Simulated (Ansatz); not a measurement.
Basis sets compared for Zn2Cl6. Total charge 0; singlet. Geometry r2SCAN-D4/def2-SVP. Ansatz on 4 threads of Arm Neoverse V1 on a shared host; times are rough, and most runs start from earlier orbitals.

```xyz
8

Zn    0.9081    0.7010   -0.1690
Zn   -0.8927   -0.5928    2.0049
Cl    0.5884    0.3222   -2.6174
Cl   -2.1421   -1.4941    3.4430
Cl    1.0811   -1.2646    1.0196
Cl   -0.9731   -0.9352   -3.3528
Cl    2.4474    1.8496   -1.2037
Cl   -1.0172    1.4139    0.8754
```

In the singlet, Cl3 and Cl6 lie 2.14 Å apart (atoms count from 1), so these atoms are partly bonded to each other. Another isomer (singlet) lies 0.09 eV lower at PBE-D4/def2-SVP; other spin states weren't run for this one.

Binding counts from free atoms (Zn singlet, Cl doublet) in the same basis, without a counterpoise term.

```tsv
level	functions	energy (Eh)	HOMO (eV)	LUMO (eV)	binding per atom (eV)	wall time
HF/STO-3G	90	-6242.1042	-5.15	1.01	1.69	3 s
PBE-D4/def2-SVP	170	-6317.1641	-7.02	-4.97	2.29	2.5 s
PBE0-D4/def2-SVP	170	-6317.4473	-8.51	-4.34	2.23	4.6 s
```

(1) Estimate the rows for HF/def2-TZVP, PBE-D4/def2-TZVP (with forces), PBE0-D4/def2-TZVP.

## Answers

(1) 
| level | functions | energy (Eh) | HOMO (eV) | LUMO (eV) | binding per atom (eV) | wall time |
| --- | --- | --- | --- | --- | --- | --- |
| HF/def2-TZVP | 318 | -6312.9022 | -12.03 | -0.65 | 1.45 | 19 s |
| PBE-D4/def2-TZVP (with forces) | 318 | -6318.6570 | -7.48 | -5.16 | 2.20 | 7.5 s |
| PBE0-D4/def2-TZVP | 318 | -6318.9088 | -8.87 | -4.42 | 2.16 | 19 s |
